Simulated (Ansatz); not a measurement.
`[O][Si](O)(O)O` radical. The species carries charge 0 and has multiplicity 2.

Z-matrix (Å, degrees):
```
Si
O 1 1.630
O 1 1.624 2 108.2
O 1 1.656 2 102.2 3 -123.5
O 1 1.622 2 116.6 3 120.2
H 2 0.959 1 117.7 3 178.0
H 3 0.958 1 118.3 2 -48.4
H 5 0.959 1 116.9 2 -106.2
```

Problem. Give the diagnostics of a CCSD(T)/def2-TZVPP run (frozen core, the Gaussian-basis code of Ansatz). (Best estimate.)

Solution. Computed: T1 = 0.0150, largest single amplitude 0.058, largest double 0.012, (T) share of the correlation energy 3.3 %, 21 CCSD cycles. ⟨S²⟩ of the UHF reference is 0.756 against 0.75 for a pure state. T1 lies under the customary mark of 0.045 for open shells.
